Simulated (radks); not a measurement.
The numbers below are computed, except where a source is named.
Question: Radial electron density D(r) = 4 pi r^2 rho(r) of an atom or ion with 52 electrons. Code: a radial shooting solver on a logarithmic mesh with Libxc functionals. Model: Dirac Kohn-Sham, AM05, spin-unpolarised, spherical densities, point nucleus.

r (bohr),D(r) (e/bohr)
0.003437,14.80
0.004547,22.05
0.006065,31.94
0.008089,43.90
0.01079,56.30
0.01428,65.91
0.01904,69.86
0.02539,66.69
0.0336,61.37
0.04481,63.12
0.05977,76.35
0.07972,88.44
0.1055,82.08
0.1407,65.56
0.1876,66.71
0.2483,74.53
0.3311,54.92
0.4417,27.77
0.5891,26.12
0.7794,26.91
1.04,15.72
1.387,7.110
1.835,4.461
2.447,2.614
3.263,0.9100
4.353,0.1616
5.759,0.01392
7.681,0.0004048

What is the nuclear charge?

Answer: Z = 53. The innermost maximum, from 1s, lies near gamma/Z bohr with gamma = sqrt(1 - (Z/c)^2) = 0.922, here 0.0174 bohr (found: 0.0192), and its height grows with Z. The density is that of the iodine ion I+ in [Kr] 4d10 5s2 5p4; the configuration itself is not fixed sharply by these data, and Z only to a few units. D(r) has 4 maxima, at r = 0.0192, 0.0843, 0.242, 0.697 bohr, and minima at 0.0373, 0.160, 0.510 bohr, inside which lie 2.02, 11.22, 28.97 electrons.
